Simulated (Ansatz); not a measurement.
```yaml
atoms:
  - { symbol: C, position_ang: [0.0013, 0.0215, -0.6362] }
  - { symbol: F, position_ang: [0.0176, 0.9786, 0.1847] }
  - { symbol: F, position_ang: [0.0028, -1.0591, 0.1617] }
```

Basis set: cc-pVDZ (spherical functions). Frozen core: 3 orbitals. Charge 0, multiplicity 1.

Computed with Ansatz (development build ahead of 0.2.0); each method stands on the lowest determinant of its kind that the runs found. Restricted open shells among the atoms or ions are ROHF, correlated in semicanonical orbitals with singles.

Q: Give the atomization energy at this shape (free ground-state atoms in the same class of orbitals less the molecule, no zero-point energy) of singlet CF2 by RHF-MP2, RHF.

A:

```csv
method,atomization energy
RHF-MP2,1010.1 kJ/mol
RHF,642.1 kJ/mol
```
